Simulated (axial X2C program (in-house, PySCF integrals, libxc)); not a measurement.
TaBr: nuclear properties from DFT to coupled cluster

Calculated with an in-house all-electron X2C program for linear molecules (integrals from PySCF): two-component X2C with atomic mean-field Coulomb and Gaunt terms, Gaussian nuclei, basis Ta dyall-acv3z, Br dyall-acv3z with contracted cores.

R = 2.426 Å (near the PBE0 minimum at charge 0 of the determinant lowest at the starting distance; the state shown can have its own minimum elsewhere); state Ω = 1 (⟨Sz⟩ = 1.97, ⟨Lz⟩ = -0.97 at PBE0).

```tsv
level	Eeff magnitude (GV/cm)	A∥/gI Ta (MHz)	μ (D)
PBE0	27.5	4290	-2.84
HF	24.3	3740	-3.36
B3LYP	33.7	4290	-2.70
```

Eeff is the effective electric field on the electron electric dipole moment in this Ω state and Ws the scalar–pseudoscalar constant of the nucleus named (defined with the proton number Z and per Ω); A∥ (defined per Ω) follows by multiplying with gI = μI/(I μN); μ is positive if the Br end (last atom) is positive. The operators were transformed with the bare-nucleus X2C matrices; with these basis sets, hyperfine constants and field gradients can be off by tens of per cent, and where levels differ in sign neither size nor sign is settled.

Finite-field MP2, CCSD and CCSD(T), with 30 electrons correlated in 130 natural virtual spinors (MP2 remainder added):

| level | Eeff magnitude (GV/cm) | A∥/gI Ta (MHz) | μ (D) |
| --- | --- | --- | --- |
| MP2 | 18.4 | 3930 | -3.01 |
| CCSD | 21.3 | 3950 | -2.97 |
| CCSD(T) | 21.3 | 3930 | -2.77 |

T1 = 0.011 (Lee–Taylor). One unrestricted determinant, the lowest of a limited PBE0 search, is the reference; the functionals treat spin collinearly. With several open shells it need not be a pure state. Correlation of the inner shells is missing, which matters for properties at the nucleus. Number of frozen shells: Ta 4 s, 3 p, 2 d, 1 f; Br 3 s, 2 p.

Task: By how much does correlation change each value, CCSD(T) against HF?

Result: Eeff magnitude -12 %; A∥/gI Ta 5 %; μ -18 %.
